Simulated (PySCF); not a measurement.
# KSb and its ions

r²SCAN; K x2c-SVPall, Sb x2c-SVPall; spin-free X2C with a Gaussian nucleus (PySCF 2.14). Neutral (UKS): triplet (π ↑↑), Re = 3.353 Å, ωe = 142 cm⁻¹, De = 1.20 eV, HOMO -2.99 eV, LUMO -1.76 eV.

KSb⁺ (UKS): quartet (σ ↑, π ↑↑), Re = 3.824 Å, ωe = 64.2 cm⁻¹, De = 0.21 eV to K⁺ + Sb. The energies at the minima are -7082.16046 hartree for KSb and -7081.96781 for KSb⁺.

(1) Work out the adiabatic ionisation energy, without and with harmonic zero-point energies (1 hartree = 27.2114 eV, 1 eV = 8065.5 cm⁻¹), and the change of the bond length.

Weak bonds: KSb⁺. Basis-set superposition, not corrected here, can be much of De in a small basis, most of all at correlated wavefunction levels. These are scalar-relativistic numbers at best; spin–orbit coupling would shift them, the dissociation energy most. For an ion De counts to the pair picked by the measured ionisation energies or electron affinities, which need not be the lowest pair at this level. States were picked by a PBE0 search and need not be the measured ground states.

## Answers

(1) At r²SCAN: 0.19265 hartree = 5.242 eV between the minima; the zero-point term (64.2 − 142.0)/2 cm⁻¹ = -0.005 eV makes it 5.237 eV. Re changes by +47.1 pm against the neutral. The electron leaves a σ orbital, and the ion is left as a loose complex of an ion and an atom.
